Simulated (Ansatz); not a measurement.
Reaction (hydrogenolysis of a C–F bond): `OB(F)CF` + H₂ → `CB(O)F` + H–F

Gas-phase electronic energies from Ansatz, PBE0-D4/def2-TZVP geometries. CCSD(T)/CBS adds triple-zeta CCSD(T) − MP2 to the extrapolated MP2 energy (def2 sets, frozen cores). This one scheme is used for every species. DFT in def2-TZVPP. Each species was taken in one conformer, which may not be the lowest.

```json
{"level": "LDA (SPW92)", "ΔE (kcal/mol)": "-27.5", "difference from CCSD(T)/CBS": "2.9"}
{"level": "BLYP-D4", "ΔE (kcal/mol)": "-25.5", "difference from CCSD(T)/CBS": "4.9"}
{"level": "PBE0-D4", "ΔE (kcal/mol)": "-29.1", "difference from CCSD(T)/CBS": "1.3"}
{"level": "BHLYP-D4", "ΔE (kcal/mol)": "-28.5", "difference from CCSD(T)/CBS": "1.9"}
{"level": "r2SCANh", "ΔE (kcal/mol)": "-28.2", "difference from CCSD(T)/CBS": "2.2"}
{"level": "MP2/def2-SVP", "ΔE (kcal/mol)": "-28.9", "difference from CCSD(T)/CBS": "1.5"}
{"level": "MP2/def2-TZVPP", "ΔE (kcal/mol)": "-31.5", "difference from CCSD(T)/CBS": "-1.1"}
{"level": "MP2/def2-QZVPP", "ΔE (kcal/mol)": "-31.9", "difference from CCSD(T)/CBS": "-1.5"}
{"level": "SCS-MP2/def2-QZVPP", "ΔE (kcal/mol)": "-30.3", "difference from CCSD(T)/CBS": "0.1"}
{"level": "MP2/CBS(def2)", "ΔE (kcal/mol)": "-32.1", "difference from CCSD(T)/CBS": "-1.7"}
{"level": "CCSD(T)/CBS", "ΔE (kcal/mol)": "-30.4", "difference from CCSD(T)/CBS": "0"}
```

Problem. What do rigid-rotor, harmonic-oscillator terms from PBE0-D4/def2-TZVP frequencies (298.15 K, 1 bar) make of the CCSD(T)/CBS value? (Estimate.)

Solution. Ansatz gave: ΔZPE = +3.6 kcal/mol, ΔH = -27.1 kcal/mol, ΔS = 31 J/(mol·K), ΔG = -29.2 kcal/mol.

Largest T1 diagnostic among the species: 0.012.

From PBE to PBE0 (25 % exact exchange), in def2-TZVPP and without D4, ΔE moves by −1.8 kcal/mol. Leaving LDA and LC-ωPBE aside and taking each functional with its dispersion term where it has one, the values, not all of them listed here, spread over 5.3 kcal/mol, from PBE-QIDH to BLYP-D4.
